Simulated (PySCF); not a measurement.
Compound: TiCl4 (singlet state).
Cartesian coordinates in Å at the PBE0-D3(BJ)/def2-TZVP level; atoms count from 1:
```xyz
5
TiCl4 angstrom
Cl     1.306    1.004   -1.253
Ti    -0.100    0.029    0.067
Cl    -1.312   -1.352   -1.072
Cl    -1.376    1.509    0.994
Cl     0.977   -1.047    1.601
```

The calculation used TDDFT CAM-B3LYP/aug-cc-pVTZ, vertical, gas phase, core orbitals frozen in the response (PySCF). Isolated species at its PBE0-D3(BJ)/def2-TZVP geometry, gas phase.

Ground-to-excited transition dipoles (e·a0, same axes as the geometry; the sign carries no meaning), for the states with f of 0.002 or more among the lowest 6:

```tsv
state	E (eV)	μx	μy	μz
S4	4.709	-0.192	-0.370	0.126
S5	4.710	-0.322	0.069	-0.286
S6	4.710	-0.224	0.220	0.304
```

(1) Work out the oscillator strengths.

(2) Label these states by symmetry in Td.

(3) How is the summed strength of these states shared among x, y and z?

(4) What peak molar absorption coefficient would the strongest computed level give as a lone Gaussian band 0.3 eV wide at half height?

Answers

(1) f = (2/3) ΔE |μ|² with ΔE in hartree (27.2114 eV).

```tsv
state	|μ|² (au)	|μ| (D)	f
S4	0.190	1.11	0.022
S5	0.190	1.11	0.022
S6	0.191	1.11	0.022
```

(2) Every allowed level is T2, three states with equal energy: S4/S5/S6.

(3) (2/3) Σ ΔE μα² gives 0.022 for x, 0.022 for y and 0.022 for z, 0.066 in all.

(4) ε(max) = 2.175×10⁸ f / FWHM, with the width in cm⁻¹. S4/S5/S6 (f summed): 2.175×10⁸ × 0.0659 / 2420 ≈ 5900 L mol⁻¹ cm⁻¹.

S4/S5/S6 coincide within about 0.01 eV; within a degenerate level the directions of the single components are arbitrary.
